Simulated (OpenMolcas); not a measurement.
## 3d6 along the 24-electron sequence

```
Program             : OpenMolcas
Method              : MS-CASPT2, IPEA 0.25 Eh, imaginary shift 0.1 Eh
Basis               : ANO-R2
Scalar Hamiltonian  : X2C, finite nucleus
Spin-orbit coupling : RASSI with atomic mean-field integrals over the reference wave functions, term energies averaged over their components
```

Active space for each ion: 6 electrons in 5 orbitals (3d); closed shells correlated by CASPT2: 3s 3p.

Computed levels in cm-1 above 5D4:

```csv
Level,Fe2+,Co3+,Cu5+
5D3,438,620,1133
5D2,745,1049,1892
5D1,942,1324,2380
5D0,1039,1459,2610
3P2(1),19070,22870,29730
3H6,20180,24120,31270
3P1(1),20350,24680,33020
3H5,20400,24410,31750
3H4,20560,24610,31970
weight of 5D in the lowest level (%),100,100,100
```

Measured, with the error of the calculation in %. Measured levels: Fe2+ from Corliss and Sugar, J. Phys. Chem. Ref. Data 11, 135 (1982); Co3+ from Sugar and Corliss, J. Phys. Chem. Ref. Data 10, 1097 (1981); Cu5+ from Sugar and Musgrove, J. Phys. Chem. Ref. Data 19, 527 (1990).

```json
{"Level": "5D3", "Fe2+": "436 (+0.3)", "Co3+": "639 (-3.1)", "Cu5+": "1196 (-5.2)"}
{"Level": "5D2", "Fe2+": "739 (+0.8)", "Co3+": "1078 (-2.7)", "Cu5+": "1987 (-4.8)"}
{"Level": "5D1", "Fe2+": "932 (+1.0)", "Co3+": "", "Cu5+": "2490 (-4.6)"}
{"Level": "5D0", "Fe2+": "1027 (+1.1)", "Co3+": "1494 (-2.3)", "Cu5+": "2733 (-4.5)"}
{"Level": "3P2(1)", "Fe2+": "19405 (-1.7)", "Co3+": "22883 (0)", "Cu5+": "29285 (+1.5)"}
{"Level": "3H6", "Fe2+": "20051 (+0.7)", "Co3+": "23680 (+1.9)", "Cu5+": "30418 (+2.8)"}
{"Level": "3P1(1)", "Fe2+": "20688 (-1.6)", "Co3+": "24729 (-0.2)", "Cu5+": "32685 (+1.0)"}
{"Level": "3H5", "Fe2+": "20301 (+0.5)", "Co3+": "24032 (+1.6)", "Cu5+": "31009 (+2.4)"}
{"Level": "3H4", "Fe2+": "20482 (+0.4)", "Co3+": "24272 (+1.4)", "Cu5+": "31288 (+2.2)"}
```

The fine-structure level 5D0 changes by a factor of 2.51 from Fe2+ to Cu5+. Its fourth root runs 5.68, 6.18, 7.15, with steps per unit of Z of 0.50, 0.48; equal steps would mean a (Z - σ)^4 law with constant σ.

3P2(1) changes by a factor of 1.56 over the same range, with steps per unit of Z of +3800, +3430 cm-1.

Term energies are means over components that CASPT2 splits; among the terms shown or strongly mixed into the levels shown the widest spread is 340 cm-1 (3d6 3H, Fe2+). Measured partners are found by configuration, term and J. A level has none where our copy of the source lacks it or the pairing is in doubt (some pairs that miss far off the trend of their configuration count as doubtful), and it then counts in no deviation. Only configurations of the active space appear.

A number in round brackets counts repeated terms of one configuration in the order of the reference energies.
